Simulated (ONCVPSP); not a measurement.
Al (Z = 13): one change to an ONCV potential, before and after

* Element: aluminium
* Generator: ONCVPSP 4.0.1
* Type: optimised norm-conserving Vanderbilt (ONCV)
* Functional: PBEsol
* Relativity: scalar-relativistic
* Frozen core: [Ne]
* Valence charge: 3
* Reference configuration: 3s2 3p1
* Partial waves: 3s: rc 1.45 bohr, ncon 3, nbas 7, qcut 4.8 1/bohr, 2 projectors, debl 3.4 Ha; 3p: rc 2.70 bohr, ncon 4, nbas 8, qcut 3 1/bohr, 1 projector; d scattering state at 0.31 Ha: rc 2.45 bohr, ncon 4, nbas 9, qcut 4.5 1/bohr, 2 projectors, debl 2.7 Ha
* Local potential: polynomial inside 1.40 bohr (lpopt 5, dvloc0 0 Ha)
* Core correction: Teter function, fcfact 4.5, rcfact 1.35

Change: core correction Teter function, fcfact 4.5, rcfact 2.04.

Cutoffs: the cutoffs (Ha) at which the residual kinetic energy of the hardest occupied pseudo-wave falls to 1 and 0.1 mHa per electron; they do not see the model core or the augmentation charge, which bear on the density cutoff. Errors are all-electron minus pseudo energies relative to the spin-unpolarised reference configuration.

**Question.** What does the change do?

**Answer.** The potential gets neither clearly harder nor softer (7.1 Ha and 43 Ha → 7.1 Ha and 43 Ha); both files keep a bound ghost (s); of the 4 tests that both files solve, the error grows in 4 and shrinks in 0 by more than 15 % and 0.3 meV (median size 2.3 → 27.6 meV). A model core, the more so a compact one, raises the density cutoff, which this test does not measure.

| quantity | base | changed |
| --- | --- | --- |
| cutoff, loose | 7.1 Ha | 7.1 Ha |
| cutoff, tight | 43 Ha | 43 Ha |
| bound ghosts | s | s |
| GHOST(+) flags under 300 eV | none | none |
| error for 3s2 3p0, meV [ΔE 5.74 eV] | 0.0 | -40 |
| error for 3s1 3p0, meV [ΔE 24.91 eV] | -25 | -367 |
| error for 3s2 3p0.5, meV [ΔE 2.07 eV] | +0.1 | -5.4 |
| error for 3s1 3p2, meV [ΔE 5.12 eV] | -4.4 | -15 |
| s: phases at 1.47 bohr within 0.05 rad from the reference energy up to (Ha; the scan ends near 5) | to the end of the scan | to the end of the scan |
| p: phases at 2.74 bohr within 0.05 rad from the reference energy up to (Ha; the scan ends near 5) | 0.9 | 0.9 |
| d: phases at 2.49 bohr within 0.05 rad from the reference energy up to (Ha; the scan ends near 5) | to the end of the scan | to the end of the scan |
| rms error of d²Exc/dni dnj with the model core, mHa | 0.86 | 7.34 |

Base: The cutoffs count occupied waves only; projector 2 of the s channel, the hardest unoccupied one, needs 63 Ha at the loose tolerance. Changed file: The cutoffs count occupied waves only; projector 2 of the s channel, the hardest unoccupied one, needs 63 Ha at the loose tolerance. A true bound ghost makes a file unfit for plane-wave use even where its test errors are small: the radial tests pick states by their node count and pass the ghost by.
